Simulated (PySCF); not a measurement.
sulfur tetrafluoride cation (F₄S), SMILES FS(F)(F)F (connectivity only; charge and spin as stated), charge +1, multiplicity 2. Atoms are numbered in the order given.

```xyz
5

F      0.0000     1.5651    -0.4935
S      0.0000     0.0000    -0.2402
F     -1.1945     0.0000     0.7070
F      0.0000    -1.5651    -0.4935
F      1.1945     0.0000     0.7070
```
Charge +1, spin multiplicity 2.

Geometry: PBE0-D3(BJ)/def2-SVP. The multiplicity is an assumed one; other spin states were not compared.

The numbers are results of B3LYP/pcH-1 run with PySCF, not measurements.

Unrestricted Kohn–Sham, ⟨S²⟩ = 0.755. Hyperfine tensors hold the contact and dipolar terms, without spin-orbit corrections.

Computed hyperfine couplings:
```tsv
nucleus	A(iso) (MHz)	A(iso) (G)	dipolar principal values (MHz)
19F no. 1	338.2	120.7	-559.0, -555.3, 1114.3
33S no. 2	736.9	263.0	-42.9, -25.8, 68.7
19F no. 3	67.2	24.0	-78.6, -78.0, 156.6
19F no. 4	338.2	120.7	-559.0, -555.3, 1114.3
19F no. 5	67.2	24.0	-78.6, -78.0, 156.6
```

Question: And the g tensor (effective nuclear charges for spin-orbit coupling, GIAO)? (Estimate from the structure and the level; the computed values follow.)

Answer: principal values 2.0000, 2.0058, 2.0118; isotropic 2.0059.
